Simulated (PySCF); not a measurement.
**TDDFT excited states: [C4H2NO2S]-**

C4H2NO2S (charge -1).
Atom-mapped SMILES: `[O:1]=[C:2]([O-:3])[c:4]1[cH:5][n:6][cH:7][s:8]1` (hydrogens: H9 on C5; H10 on C7)

Geometry (GFN2-xTB, Å), atoms numbered from 1 in this order:
```
atom  x, y, z in Å
O1    -2.5471    0.8332    0.3780
C2    -2.0000   -0.2100    0.0083
O3    -2.4676   -1.2978   -0.3348
C4    -0.4467   -0.1168   -0.0235
C5     0.3612    0.9329    0.2966
N6     1.7004    0.7335    0.1750
C7     1.9409   -0.4611   -0.2365
S8     0.5402   -1.4514   -0.5119
H9    -0.0012    1.8877    0.6322
H10    2.9288   -0.8455   -0.4060
```

Method: TDDFT PBE0/def2-SVPD, vertical, gas phase, core orbitals frozen in the response in PySCF 2.14.0, density-fitted response routines.

**Question.** List the vertical singlet excitations with oscillator strengths and describe the spectrum.

**Answer.** 

```tsv
state	E (eV)	E (kJ/mol)	λ (nm)	f	|μ| (D)	symmetry	main configurations (H = HOMO, L = LUMO)
S1	3.86	373	321.0	0.0001	0.06	–	H→L (94%)
S2	3.94	380	314.7	0.0000	0.02	–	H-1→L (95%)
S3	4.54	438	273.1	0.0098	0.75	A′	H-2→L (98%)
S4	5.03	486	246.3	0.0004	0.15	–	H→L+1 (76%), H-1→L+1 (20%)
S5	5.14	496	241.2	0.0049	0.50	A′	H-1→L+1 (75%), H→L+1 (21%)
S6	5.37	518	231.1	0.141	2.63	A′	H-3→L (92%)
```

Triplets, Tamm–Dancoff:

| state | E (eV) | λ (nm) | main configurations (H = HOMO, L = LUMO) |
| --- | --- | --- | --- |
| T1 | 3.60 | 344.0 | H-3→L (87%), H-2→L (9%) |
| T2 | 3.67 | 338.2 | H-1→L (93%) |

The lowest singlet lies at 3.86 eV (321 nm, ultraviolet) and is dark (f under 0.0005); its leading configuration is HOMO→LUMO (94%). The most intense listed level is S6 at 5.37 eV (231 nm, f = 0.141), 1.50 eV above S1. It is the last of those listed, so stronger ones may follow. Löwdin shares by element: HOMO oxygen 87%, carbon 6% or more; LUMO carbon 40% or more, sulfur 24%, nitrogen 15% (atoms not listed hold the other 21%). Orbital energies (eV): HOMO-3 -3.34, HOMO-2 -2.68, HOMO-1 -2.45, HOMO -2.32, LUMO 2.76, LUMO+1 3.49, LUMO+2 4.35. Of the 6 states listed, 1 reaches f = 0.01 and 3 stay under 0.0005. The oscillator strengths of these states sum to 0.156; summed over the whole spectrum of an exact calculation they would give the number of electrons, 66 (Thomas–Reiche–Kuhn). No detachment energy is given for this anion; states above it aren't bound, and a finite basis only mimics them. Symmetry labels in Cs follow from the direction of the transition dipole and are given only for states with f of 0.002 or more. The window holds the lowest 6 singlets.

Hardware: one thread, Arm Neoverse V2 (aarch64), on a shared host. Cost: 23 s of wall time, 0.80 GiB resident at most.
